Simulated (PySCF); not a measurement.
C$_{3}$H$_{5}$N, SMILES `C1=CNC1`, neutral singlet in the gas phase. 

Z-matrix (Å, degrees):
```
C
H 1 1.0932
H 1 1.0934 2 109.74
N 1 1.4931 2 112.57 3 126.81
H 4 1.0148 1 115.92 2 -119.16
C 4 1.4165 5 116.97 1 100.17
C 6 1.3393 4 96.96 5 -121.98
H 7 1.0784 6 135.72 4 -167.40
H 6 1.0839 7 136.88 8 8.43
```
Charge 0, multiplicity 1.

All levels are single points at this geometry (PBE0-D4/def2-TZVP); Pople sets use spherical d functions. Orbital energies aren't observables, and empty levels follow the basis.

HF/6-31G* in PySCF gives HOMO (eV) = -8.68.

Q: Estimate the HOMO (eV) from each of these levels: PBE0-D4/def2-TZVP in PySCF; B3LYP/3-21G in PySCF; B3LYP/6-311+G** in PySCF; B3LYP/6-31G* in PySCF; M06-2X/6-31G* in PySCF.

A: 
| level | HOMO (eV) |
|---|---|
| PBE0-D4/def2-TZVP in PySCF | -6.20 |
| B3LYP/3-21G in PySCF | -5.43 |
| B3LYP/6-311+G** in PySCF | -6.03 |
| B3LYP/6-31G* in PySCF | -5.58 |
| M06-2X/6-31G* in PySCF | -7.15 |
